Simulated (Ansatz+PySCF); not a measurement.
The numbers below are computed, except where a source is named.
## Ansatz (development build ahead of 0.2.0) run

```yaml
crystal:
  periodic: [false, false, false]
  atoms:
    - { symbol: Sc, position_ang: [0.0, 0.0, 0.0] }
    - { symbol: F, position_ang: [1.67636, 0.0, 0.0] }
    - { symbol: F, position_ang: [-0.83818, 1.45177, 0.0] }
    - { symbol: F, position_ang: [-0.83818, -1.45177, 0.0] }
basis:
  gaussian: { orbitals: def2-SVP }
hamiltonian:
  xc: hf
correlation:
  method: mp2
  frozen_orbitals: { F: 1, Sc: 5 }
scf:
  omitted_lower_state_checks: [starts, atomic_configurations, cluster_reference, orbital_swaps, given_window_search, neighbouring_geometries, increment]
```

The input is written out in the form of the current development build from the run's settings.

Output:

```yaml
Converged: yes
Reference_energy: -1057.94200 hartree
Correlation_energy: -0.78197 hartree
Total_energy: -1058.72397 hartree
Spin_squared_of_the_determinant: 0.000
Stability_test: minimum among restricted orbitals
```
